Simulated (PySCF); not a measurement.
# Frontier levels across methods

Species: C3H9NSi.
Geometry (PBE0-D3(BJ)/def2-SVP, Å), atoms numbered from 1 in this order:
```xyz
14
C3H9NSi angstrom
C     -2.254   -0.012    0.299
N     -1.107   -0.567   -0.381
Si     0.353    0.281   -0.716
C      1.525    0.599    0.685
C      1.962   -0.527   -0.281
H     -3.009    0.431   -0.378
H     -2.764   -0.776    0.911
H     -1.929    0.781    0.990
H     -1.311   -1.396   -0.927
H      0.360    1.263   -1.834
H      2.138    1.507    0.690
H      1.239    0.281    1.694
H      1.948   -1.543    0.128
H      2.853   -0.332   -0.890
```

Basis pcSseg-1 throughout (PySCF), one geometry. One conformer (not necessarily the lowest) at the PBE0-D3(BJ)/def2-SVP geometry, without solvent, vibrations or thermal averaging.

Problem. How do the orbital energies, the gap and the dipole change with the method?

Solution. 
```csv
method,kind,HOMO (eV),LUMO (eV),gap (eV),μ (D),SCF cycles
BLYP,GGA,-5.23,0.14,5.37,1.33,15
OPBE,GGA,-5.35,0.23,5.57,1.26,15
PBE,GGA,-5.36,0.04,5.40,1.30,15
B97-D,GGA,-5.36,0.16,5.52,1.31,14
KT2,GGA,-5.45,-0.07,5.38,1.25,15
LDA,LDA,-5.46,-0.14,5.32,1.31,14
BP86,GGA,-5.47,0.00,5.46,1.32,14
KT3,GGA,-5.47,-0.02,5.45,1.25,15
B97-2,global hybrid,-6.38,0.89,7.27,1.35,12
B3LYP,global hybrid,-6.41,0.65,7.06,1.39,13
PBE0,global hybrid,-6.62,0.90,7.52,1.37,12
mPW1PW91,global hybrid,-6.65,0.90,7.56,1.37,12
BHandHLYP,global hybrid,-7.64,1.74,9.38,1.48,11
CAM-B3LYP,range-separated hybrid,-7.93,1.89,9.82,1.45,12
wB97X-D,range-separated hybrid,-8.47,2.65,11.13,1.46,13
HF,Hartree–Fock,-9.19,3.99,13.18,1.62,10
LC-wPBE,range-separated hybrid,-9.29,3.09,12.37,1.50,13
```

The HOMO spans 4.06 eV, from BLYP down to LC-wPBE, and the gap runs from 5.32 eV (LDA) to 13.18 eV (HF). Over the methods BLYP (0 %), OPBE (0 %), PBE (0 %), B97-D (0 %), KT2 (0 %), LDA (0 %), BP86 (0 %), KT3 (0 %), B97-2 (21 %), B3LYP (20 %), PBE0 (25 %), mPW1PW91 (25 %), BHandHLYP (50 %), HF (100 %), a straight line through the gap against the share of exact exchange rises by 0.78 eV for each 10 % (correlation coefficient 0.999). The dipole ranges from 1.25 D (KT3) to 1.62 D (HF). This basis has no diffuse functions.
